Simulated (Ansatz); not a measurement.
`[SiH3]N[SiH3]` + `[SiH3]C#CS` → `[SiH3]C#CS[SiH3]` + `N[SiH3]`  (ligand exchange at the Si–N bond)

Gas-phase electronic energies from Ansatz, PBE0-D4/def2-TZVP geometries. CBS: MP2 limit from def2 TZ/QZ plus the TZ coupled-cluster correction, frozen cores. This one scheme is used for every species. Functionals use def2-TZVPP. Each species was taken in one conformer, which may not be the lowest.

`[SiH3]N[SiH3]`:

Z-matrix (Å, degrees):
```
Si
N 1 1.726
H 1 1.490 2 112.6
H 1 1.484 2 107.4 3 119.9
H 1 1.489 2 110.9 3 -120.0
Si 2 1.726 1 128.9 3 -109.8
H 2 1.011 1 115.5 3 66.2
H 6 1.490 2 112.6 1 109.8
H 6 1.484 2 107.4 1 -10.1
H 6 1.488 2 110.9 1 -130.1
```

`[SiH3]C#CS`:

Cartesian coordinates in Å:
```
Si 0.213 -1.126 -1.163
C -0.185 0.114 0.104
C -0.432 0.944 0.954
S -0.907 2.072 2.098
H -0.449 -2.414 -0.836
H -0.253 -0.661 -2.493
H 1.684 -1.319 -1.193
H 0.329 2.390 2.530
```

`[SiH3]C#CS[SiH3]`:

Cartesian coordinates in Å:
```
Si -2.667 0.221 -0.418
C -0.970 0.631 0.082
C 0.166 0.903 0.416
S 1.723 1.306 0.886
Si 2.626 -0.554 0.268
H -3.140 1.185 -1.443
H -3.569 0.276 0.759
H -2.684 -1.150 -0.987
H 2.438 -0.738 -1.189
H 4.062 -0.406 0.608
H 2.014 -1.676 1.018
```

`N[SiH3]`:

Z-matrix (Å, degrees):
```
Si
N 1 1.720
H 1 1.486 2 107.9
H 1 1.494 2 116.0 3 -120.3
H 1 1.486 2 107.9 3 119.4
H 2 1.007 1 119.6 3 -168.6
H 2 1.007 1 119.6 3 49.2
```

```
             level  ΔE (kcal/mol)
           PBE0-D4           -3.0
           ωB97X-V           -1.2
            B2PLYP           -1.3
               PBE           -3.5
              PBE0           -2.8
SCS-MP2/def2-TZVPP           -1.0
SCS-MP2/def2-QZVPP           -1.2
      HF/CBS(def2)            1.2
```

(1) What does CCSD(T)/CBS give? (Estimate.)

Largest T1 diagnostic among the species: 0.013.

Answers

(1) Ansatz gave: -1.5 kcal/mol. The listed levels differ from it by -1.5, 0.3, 0.2, -2.0, -1.3, 0.5, 0.3, 2.7 kcal/mol.

In def2-TZVPP, CCSD(T) changes the Hartree–Fock value by −1.9 kcal/mol (the triples alone add −0.6 kcal/mol) and MP2 by −3.0 kcal/mol.
